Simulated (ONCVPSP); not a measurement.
**Building the ONCV potential for Sc (LDA (Perdew-Wang 92), scalar-relativistic).**

ONCVPSP 4.0.1 input, shortened (lines: element, Z, core and valence counts, functional; n l f; lmax; l rc ep ncon nbas qcut; lloc lpopt rc5 dvloc0; l nproj debl; icmod fcfact rcfact), LDA (Perdew-Wang 92), scalar-relativistic:

```
  Sc 21.00    3    4  -001012      upf
    1    0    2.00
    2    0    2.00
    2    1    6.00
    3    0    2.00
    3    1    6.00
    3    2    1.00
    4    0    1.00
    2
    0    2.05    0.00    4    8    7.00
    1    1.20    0.00    4    9    5.80
    2    1.60    0.00    4    9   10.90
    4    3    1.15    6.00
    0    2    4.00
    1    3    2.20
    2    2    2.20
    3    2.50    1.45
```

Poles of the logarithmic derivatives, all-electron (AE) and pseudo (PS). s: poles at -2.1, 2.9 (AE) and -2.1, 2.8 (PS) Ha. p: poles at 1.4 (AE) and 1.4 (PS) Ha. d: poles at 0.6 (AE) and 0.6 (PS) Ha. Test radii: s 2.08, p 1.22, d 1.63 bohr.

- Cutoffs needed: 38 Ha and 44 Ha (the cutoffs (Ha) at which the residual kinetic energy of the hardest occupied pseudo-wave falls to 1 and 0.1 mHa per electron)
- Ghost test: no bound ghost flagged; no localised positive-energy state flagged
- Largest excitation error: +30 meV (all-electron minus pseudo) for 3s2 3p6 3d0 4s0, out of 4 test configurations
- rms error of d²Exc/dni dnj: 2.99 mHa without and 0.82 mHa with the model core
